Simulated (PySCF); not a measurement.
**Structure from NMR data**

The spectra below were simulated for a compound C9H27NSi3.

1H NMR (600 MHz, computed): δ 0.17 (s, 27H).

13C{1H} NMR (computed): δ 5.6 (CH3, 9C).

How the numbers were obtained: σ from GIAO-PBE0/pcSseg-1, geometry: PBE0-D3(BJ)/def2-SVP, in PySCF 2.14.0 with density-fitted response routines (one conformer, no solvent model, relativity neglected, averaged over atoms made equivalent by symmetry, fast rotation or ring inversion).

References, each an isolated molecule treated in the same way: 1H and 13C against TMS.

What is the structure?

## Answers


The formula gives 0 degrees of unsaturation. 1 carbon signal for 9 carbons: some carbons are equivalent by symmetry or fast rotation. Carbon types of the structure: 9 × CH3, which accounts for all hydrogens. δC 5.6: methyl carbon bonded to Si; an electropositive neighbour leaves it electron-rich and shielded. δH 0.17: hydrogen on a methyl carbon bonded to Si; an electropositive neighbour shields it, as in TMS itself.

These data were computed for SMILES C[Si](N([Si](C)(C)C)[Si](C)(C)C)(C)C.

The shifts were computed for this structure.

Shifts are as computed. Against solution values, carbons near 30 ppm lie about +2 ppm off and those near 130 ppm about +5 ppm (rms about the fit 1.9 ppm; single classes can miss by 10 ppm). Of 1328 compounds with measured shifts, 309 miss one by over three times the rms of a fit or turn the order of signals round; such compounds aren't used in these exercises. Signals without a measured value on file couldn't be tested in this way; 1H shifts scatter by 0.2 ppm about their fit, and single ones miss by 0.5 ppm.
